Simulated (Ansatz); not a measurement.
`BC#CBO`. The species carries charge 0 and has multiplicity 1.

Cartesian coordinates in Å:
```
B -1.1365 0.7468 -2.1441
C -0.5129 0.3227 -0.8588
C 0.0099 -0.0289 0.1880
B 0.5800 -0.4392 1.5308
O 1.8279 -0.9543 1.5931
H -0.9982 1.8684 -2.5288
H -1.7720 -0.0368 -2.7821
H -0.0915 -0.2974 2.5146
H 2.0933 -1.1812 2.4873
```

Problem. List the harmonic frequencies (cm⁻¹, unscaled) at PBE0-D4/def2-TZVP in Ansatz. (An estimate is asked.)

Solution. The calculation gave: 113, 136, 238, 280, 354, 524, 624, 727, 860, 907, 982, 1000, 1068, 1184, 1228, 1413, 2205, 2599, 2603, 2684, 3893.

Problem. Is this a minimum?

Solution. Yes, all 21 modes are real.

Problem. Give the ideal-gas thermochemistry at 298.15 K and 1 bar (rigid rotor, harmonic oscillator; point group Cs, symmetry number 1).

Solution. Zero-point energy 153.2 kJ/mol; H(298) − E = 172.1 kJ/mol; entropy 318.6 J/(mol·K), of which translation 161.0, rotation 105.1, vibration 52.4; G(298) − E = 77.1 kJ/mol.
